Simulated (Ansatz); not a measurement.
Consider the redistribution: `N=C[SiH](N)F` + `[SiH3]C[O][SbH2]` → `N[SiH](F)[O][SbH2]` + `N=CC[SiH3]`.

Calculated with Ansatz (gas phase, PBE0-D4/def2-TZVP geometries, no zero-point term in ΔE). CCSD(T)/CBS adds triple-zeta CCSD(T) − MP2 to the extrapolated MP2 energy (def2 sets, frozen cores). DFT in def2-TZVPP. HSE06 is defined as in plane-wave codes. Elements past krypton have def2 core potentials. For Sb outer-core shells are correlated without core-valence functions, which leaves a few kJ/mol of doubt a bond. Each species was taken in one conformer, which may not be the lowest.

Q: Is it downhill or uphill in electronic energy at CCSD(T)/CBS, and by how much? (An estimate is asked.)

A: Computed: Downhill: ΔE = -2.42 eV.

Q: What do these levels give: revPBE-D4, r2SCANh-D4, HSE06-D4, ωB97X-V, MP2/def2-TZVPP, HF/def2-QZVPP? (Estimate.)

A: Computed: revPBE-D4 -2.22, r2SCANh-D4 -2.46, HSE06-D4 -2.36, ωB97X-V -2.36, MP2/def2-TZVPP -2.51, HF/def2-QZVPP -2.58 eV.

Largest T1 diagnostic among the species: 0.014.

From BLYP to BHLYP (50 % exact exchange), in def2-TZVPP and without D4, ΔE moves by −0.23 eV. Leaving LDA and LC-ωPBE aside and taking each functional with its dispersion term where it has one, the values, not all of them listed here, spread over 0.28 eV, from r2SCAN0-D4 to revPBE-D4. LDA lies −0.08 eV from PBE without D4. At CCSD(T), def2-SVP lies +0.15 eV from the extrapolated value and def2-TZVPP +0.00 eV.
